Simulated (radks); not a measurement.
Effect of the nuclear size on the caesium ion Cs+, [Xe]. Method: Dirac Kohn-Sham, PBE, spin-unpolarised, spherical densities, finite nucleus; Fermi nuclear charge, rms radius 4.8041 fm; computed with a radial shooting solver on a logarithmic mesh with Libxc functionals. The rms radius is varied about that value; shifts are against it.

| rms radius (fm) | total energy shift (eV) | density at nucleus (e/bohr^3) | 1s1/2 shift (meV) | 2s1/2 shift (meV) | 4s1/2 shift (meV) | 4p1/2 shift (meV) | 5s1/2 shift (meV) | 5p1/2 shift (meV) | 5p3/2 shift (meV) |
|---|---|---|---|---|---|---|---|---|---|
| 4.3045 | -1.47 | 3.023e+05 | -613 | -73.1 | -3.13 | 0.219 | -0.460 | 0.045 | 0.052 |
| 4.636 | -0.509 | 2.982e+05 | -212 | -25.3 | -1.08 | 0.076 | -0.159 | 0.015 | 0.018 |
| 4.8041 | 0 | 2.962e+05 | 0.000 | 0.000 | 0.000 | 0.000 | 0.000 | 0.000 | 0.000 |
| 5.1404 | 1.06 | 2.925e+05 | 443 | 52.9 | 2.26 | -0.158 | 0.333 | -0.032 | -0.037 |
| 5.7697 | 3.21 | 2.863e+05 | 1340 | 160 | 6.83 | -0.477 | 1.00 | -0.097 | -0.113 |

Slopes of the eigenvalues against <r^2> in GHz/fm^2, as finite differences over the two radii next to the reference (eigenvalue slopes, not the field-shift constants of lines): 1s1/2 32100, 2s1/2 3830, 4s1/2 164, 4p1/2 -11.5, 5s1/2 24.1, 5p1/2 -2.34, 5p3/2 -2.72.
